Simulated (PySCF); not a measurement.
C2F6, charge -1, doublet, at the geometry of the source list (a state made from the parent by changing its charge; the spin is typed, not shown lowest) (in this run its highest filled SCF level lies above zero, so its values depend strongly on the basis, on diffuse functions most of all). Base run: CCSD(T)/STO-3G (PySCF).

The PySCF input:
```python
from pyscf import gto, scf, cc

mol = gto.M(
    atom='''
F     1.396600   -0.293400   -1.026600
C     0.764800   -0.070200    0.119500
F     1.255500    1.039000    0.659300
F     1.016600   -1.082600    0.940700
C    -0.764800    0.070200   -0.119500
F    -1.016700    1.082700   -0.940600
F    -1.255500   -1.039000   -0.659400
F    -1.396600    0.293300    1.026600
''',
    basis='sto-3g',
    charge=-1,
    spin=1,
    verbose=3,
)

mf = scf.UHF(mol)
mf.kernel()

mycc = cc.CCSD(mf)
mycc.kernel()
et = mycc.ccsd_t()
print('E(CCSD(T)) = %.10f' % (mycc.e_tot + et))
```

The base run was repeated with changes; each row names its change, and settings that it needs were set with it.

```tsv
change	ΔE vs base (mEh)	MP2 correlation (Eh)	CC correlation without the perturbative part (Eh)	basis functions	core-seconds (rough)
base	0.000	-0.17182	-0.21147	40	6
cart = on	0.000	-0.17182	-0.21147	40	8
cc.conv_tol = 1e-5	0.000	-0.17182	-0.21147	40	6
cc.level_shift = 0.2	0.000	-0.17182	-0.21147	40	6
frozen = 7	0.536	-0.17120	-0.21095	40	3
method = cisd	22.765	-	-	40	1
frozen = 9	10.046	-0.16348	-0.20163	40	3
cc.diis_space = 3	0.000	-0.17182	-0.21147	40	10
cc.direct = True	0.000	-0.17182	-0.21147	40	20
method = ccsd	8.489	-0.17182	-0.21147	40	5
```

Open shells are given as the SCF converged; they aren't shown to be the lowest states, and a large step between rows can be another state.
